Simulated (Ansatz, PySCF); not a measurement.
C4H9NSi, SMILES C=C1[SiH2]N[C@H]1C. Atoms are numbered in the order given.

```xyz
15

C     -0.6939     1.5020     1.3909
C     -0.4313     0.4922     0.5655
Si    -1.2389    -0.5960    -0.7370
N      0.4114    -1.1239    -0.7395
C      0.8918    -0.2517     0.3370
C      2.0643     0.6339    -0.0510
H      0.0738     1.9265     2.0499
H     -1.6892     1.9529     1.4496
H     -1.7700     0.0315    -1.9906
H     -2.2883    -1.5659    -0.2787
H      0.9792    -1.8667    -1.1195
H      1.1613    -0.8242     1.2497
H      2.3445     1.3029     0.7776
H      2.9470     0.0241    -0.3025
H      1.8057     1.2473    -0.9274
```
Charge 0, spin multiplicity 1.

Coordinates come from a PBE0-D3(BJ)/def2-SVP optimisation. The structure was generated by enumeration; whether it is a known compound was not checked.

Two levels are set side by side: PBE-D3(BJ)/def2-SVP (Ansatz, a quantum-chemistry and plane-wave program) and PBE0-D3(BJ)/def2-SVP (Ansatz). Each level has its own optimised geometry; the coordinates shown are those of the second. Frequencies come from the Hessian of PySCF at each geometry. Differences are taken from unrounded values.

| quantity | PBE0-D3(BJ) |
|---|---|
| mean bond length (Å) | 1.339 |
| bond C1–C2 (Å) | 1.330 |
| bond C2–Si3 (Å) | 1.879 |
| bond C2–C5 (Å) | 1.535 |
| bond Si3–N4 (Å) | 1.733 |
| bond N4–C5 (Å) | 1.466 |
| bond C5–C6 (Å) | 1.520 |
| bond C1–H7 (Å) | 1.097 |
| bond C1–H8 (Å) | 1.094 |
| bond Si3–H9 (Å) | 1.499 |
| bond Si3–H10 (Å) | 1.501 |
| bond N4–H11 (Å) | 1.009 |
| bond C5–H12 (Å) | 1.111 |
| bond C6–H13 (Å) | 1.101 |
| bond C6–H14 (Å) | 1.102 |
| bond C6–H15 (Å) | 1.101 |
| highest harmonic wavenumber (cm⁻¹) | 3704 |
| mean harmonic wavenumber (cm⁻¹) | 1364 |
| zero-point energy (kcal/mol) | 76.05 |

Problem. What does PBE-D3(BJ) give, and how far is it from PBE0-D3(BJ)? (An estimate is asked for; the answer gives what the named calculation found.)

Solution. 
| quantity | PBE-D3(BJ) | PBE-D3(BJ) minus PBE0-D3(BJ) |
|---|---|---|
| mean bond length (Å) | 1.349 | 0.010 |
| bond C1–C2 (Å) | 1.341 | 0.010 |
| bond C2–Si3 (Å) | 1.890 | 0.010 |
| bond C2–C5 (Å) | 1.544 | 0.009 |
| bond Si3–N4 (Å) | 1.748 | 0.015 |
| bond N4–C5 (Å) | 1.477 | 0.011 |
| bond C5–C6 (Å) | 1.529 | 0.010 |
| bond C1–H7 (Å) | 1.105 | 0.008 |
| bond C1–H8 (Å) | 1.102 | 0.008 |
| bond Si3–H9 (Å) | 1.511 | 0.012 |
| bond Si3–H10 (Å) | 1.514 | 0.013 |
| bond N4–H11 (Å) | 1.018 | 0.009 |
| bond C5–H12 (Å) | 1.120 | 0.010 |
| bond C6–H13 (Å) | 1.110 | 0.008 |
| bond C6–H14 (Å) | 1.110 | 0.008 |
| bond C6–H15 (Å) | 1.109 | 0.008 |
| highest harmonic wavenumber (cm⁻¹) | 3576 | -128 |
| mean harmonic wavenumber (cm⁻¹) | 1316 | -48 |
| zero-point energy (kcal/mol) | 73.37 | -2.69 |

GGA bonds tend to be longer and softer than those of functionals with exact exchange. Differences between two approximate levels are no errors against the true value.
